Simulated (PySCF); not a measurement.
PySCF input file for sulfur trioxide (O₃S), SMILES O=S(=O)=O, B3LYP-D3(BJ)/def2-TZVP. Geometry optimised at B3LYP-D3(BJ)/def2-TZVP.

```python
import numpy as np
from pyscf import gto, scf, dft, df
from pyscf.hessian import thermo

mol = gto.M(
    atom='''
    O     1.42662670    0.00000000    0.00000000
    S     0.00000000    0.00000000    0.00000000
    O    -0.71331335   -1.23549497    0.00000000
    O    -0.71331335    1.23549497    0.00000000
    ''',
    basis='def2-TZVP',
    charge=0,
    spin=0,
    max_memory=1600,
    verbose=3,
)
mf = dft.RKS(mol, xc='b3lyp').density_fit(auxbasis='def2-universal-jkfit')
mf.disp = 'd3bj'
mf.grids.level = 3
mf.conv_tol = 1e-11
mf.max_cycle = 100
mf.kernel()

# [left out here: the lines that compute and print the analytic Hessian (its translational invariance restored by hand, since the grid's response is missing), thermochemistry and intensities]
```

Program output:

```
converged SCF energy = -623.954030420893

WARN: DFTD3 does not support analytical Hessian, using finite difference


WARN: Mole.unit (angstrom) is changed to Bohr

Mode                                 0                   1                   2
Irrep
Freq [cm^-1]                      492.9973            524.2991            524.3175
Reduced mass [au]                  22.8671             17.3265             17.3266
Force const [Dyne/A]                3.2745              2.8062              2.8064
Char temp [K]                     709.3133            754.3496            754.3762
Normal mode                   x     y     z       x     y     z       x     y     z
       0   O                -0.00  0.00 -0.09    0.02 -0.17 -0.00   -0.08 -0.04  0.00
       1   S                -0.00 -0.00  0.14    0.01  0.07  0.00   -0.07  0.01 -0.00
       2   O                 0.00 -0.00 -0.09    0.08  0.04 -0.00    0.13 -0.10  0.00
       3   O                 0.00  0.00 -0.09   -0.13 -0.01 -0.00    0.08  0.11  0.00
Mode                                 3                   4                   5
Irrep
Freq [cm^-1]                     1073.0993           1399.6195           1399.6726
Reduced mass [au]                  15.9990             20.6100             20.6101
Force const [Dyne/A]               10.8548             23.7874             23.7894
Char temp [K]                    1543.9510           2013.7409           2013.8172
Normal mode                   x     y     z       x     y     z       x     y     z
       0   O                 0.14 -0.00 -0.00   -0.15 -0.00 -0.00   -0.00  0.01  0.00
       1   S                -0.00  0.00  0.00    0.12  0.00  0.00    0.00 -0.12 -0.00
       2   O                -0.07 -0.13 -0.00   -0.04 -0.06 -0.00    0.06  0.11  0.00
       3   O                -0.07  0.13 -0.00   -0.04  0.06 -0.00   -0.06  0.12  0.00
temperature 298.1500 [K]
pressure 101325.00 [Pa]
Rotational constants [GHz] 10.34695 10.34695 5.17348
Symmetry number 6
Zero-point energy (ZPE) 0.01233 [Eh]   32382.943 [J/mol]
                           tot       elec      trans        rot        vib
Entropy [J/mol/K]       256.700      0.000    163.406     85.004      8.291
Cv [J/mol/K]             42.406      0.000     12.472     12.472     17.462
Cp [J/mol/K]             50.720      0.000     20.786     12.472     17.462
Internal energy [J/mol]                      3718.434   3718.434  34182.504
Internal energy [Eh]   -623.93818  -623.95403
Enthalpy [J/mol]                             6197.391   3718.434  34182.504
Enthalpy [Eh]          -623.93723
Gibbs free energy [J/mol]                  -42522.103 -21625.432  31710.656
Gibbs free energy [Eh] -623.96638
mode   freq/cm-1   IR/(km/mol)
   1      493.00        34.588
   2      524.30        27.885
   3      524.32        27.896
   4     1073.10         0.000
   5     1399.62       200.217
   6     1399.67       200.179
max |gradient| / (hartree/bohr): 3.997822791030298e-05
APT charges: [-0.5561  1.6681 -0.556  -0.556 ]
```

The calculation finished and met its thresholds.
